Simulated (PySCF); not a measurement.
Gas-phase reaction: Ga(CH₃)₃.NH₃ + 6 H ⇌ GaH₃ + 3 CH₄ + NH₃

Method: PySCF energies (xtb for GFN2) plus ideal-gas RRHO corrections (1 bar). † marks an energy on the PBE0/def2-TZVP geometry and frequencies; other levels use their own. MP2 and CCSD(T) freeze the core. Open shells (unrestricted): H (multiplicity 2); the rest are closed-shell singlets. GFN2 has no spin-polarisation term. B3LYP is the form with VWN-RPA correlation. Ga: all electrons, no relativistic terms. Adducts (Ga(CH₃)₃.NH₃) have no counterpoise correction, and HF, PBE, BLYP, B3LYP and PBE0 lack dispersion. GaH₃: computed as isolated molecules; such fragments, hydroxides, amides, oligomers or adducts are transient or little studied in the gas. MP2 isn't extrapolated to the basis-set limit; its ΔH°(298 K) is -1163.0 kJ in def2-SVP and -1201.3 kJ in def2-TZVPP. CCSD(T) isn't extrapolated to the basis-set limit. The harmonic model lacks anharmonicity and excited electronic states, which grow with temperature; levels with a mode under 35 cm⁻¹ are left out. Soft modes under 120 cm⁻¹ make the harmonic entropy rough for Ga(CH₃)₃.NH₃.

```
level               ΔE electronic, kJ  ΔH°(298 K), kJ  ΔS°(298 K), J/K  ΔG°(800 K), kJ
------------------  -----------------  --------------  ---------------  --------------
B3LYP/def2-TZVP†                -1451           -1359             -143           -1213
BLYP/def2-TZVP†                 -1444           -1352             -143           -1206
CCSD(T)/def2-SVP†               -1339           -1247             -143           -1101
GFN2-xTB                        -1733           -1634             -159           -1475
HF/def2-TZVP†                   -1164           -1071             -143            -926
M06-2X/def2-TZVP†               -1350           -1258             -143           -1112
MP2/def2-TZVPP†                 -1294           -1201             -143           -1056
PBE/def2-SVP                    -1318           -1230             -143           -1084
PBE/def2-TZVP†                  -1353           -1260             -143           -1115
LDA/def2-TZVP†                  -1417           -1324             -143           -1178
ωB97X-V/def2-TZVP†              -1381           -1289             -143           -1143
```
ΔH° is lowest at GFN2-xTB and highest at HF/def2-TZVP†. No reference value is set beside these.
